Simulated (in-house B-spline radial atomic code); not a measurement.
The numbers below are computed, except where a source is named.
## Softness against transferability: the 3p channel of P

P, [Ne] 3s2 3p3, non-relativistic PBE, spherical and spin-unpolarised, from a B-spline radial code for spherical atoms (atomic units). The all-electron 3p level is ε = -0.202766 hartree, its outermost node lies just inside 0.65 bohr and its outer maximum at 1.83 bohr.

Troullier-Martins pseudo-orbitals are made for several radii. The cutoffs (hartree) are the plane-wave energies beyond which the orbital holds less than the named kinetic energy per electron. The phase error is the difference, pseudo minus all-electron, of arctan(R P'/P) at R = 2.87 bohr for all radii, half a hartree below and above the level.

| r_c (bohr) | V_l(0) (hartree) | cutoff for 10 mEh | for 1 mEh | for 0.1 mEh | phase error at ε − 0.5 (mrad) | at ε + 0.5 (mrad) |
| --- | --- | --- | --- | --- | --- | --- |
| 1.37 | -5.40 | 3.38 | 22.8 | 44.2 | -0.4 | -2.3 |
| 1.59 | -1.71 | 3.08 | 4.5 | 11.3 | -0.3 | -1.5 |
| 1.83 | -1.28 | 3.08 | 4.74 | 11.9 | -0.3 | -1.3 |
| 2.07 | -1.47 | 3.08 | 4.5 | 10.6 | -0.3 | -1.7 |
| 2.31 | -1.65 | 3.08 | 4.5 | 8.32 | -0.5 | -2.5 |
| 2.57 | -1.75 | 3.18 | 4.5 | 5.78 | -0.7 | -3.4 |

(1) Which radius needs the lowest cutoff for 0.1 mEh while both phase errors stay within 2.4 mrad?

(2) What does the larger radius buy, and what does it cost?

Results:

(1) The radii within that limit are 1.37, 1.59, 1.83, 2.07 bohr; of these r_c = 2.07 needs the least, 10.6 hartree, that is 21.2 Ry or 288 eV.

(2) From r_c = 1.37 to 2.57 bohr the cutoff for 1 mEh goes from 22.8 to 4.5 hartree, a factor of 5.07, against 3.52 for a pure 1/r_c² scaling, end to end; step by step it is 22.8, 4.5, 4.74, 4.5, 4.5, 4.5, and for 0.1 mEh 44.2, 11.3, 11.9, 10.6, 8.32, 5.78; the number of plane waves goes as the cutoff to the power 3/2, here a factor of 11.4. The larger of the two phase errors is least at r_c = 1.83 bohr, 1.3 mrad; it is 2.3 at the smallest radius and 3.4 at the largest. These errors test the reference atom alone. The smallest radius lies well inside the outer maximum, where the nodeless form must bend sharply to keep the norm, so it is both harder and scatters less well than the next. Large radii also let the cores of neighbours overlap, which an atom doesn't show.
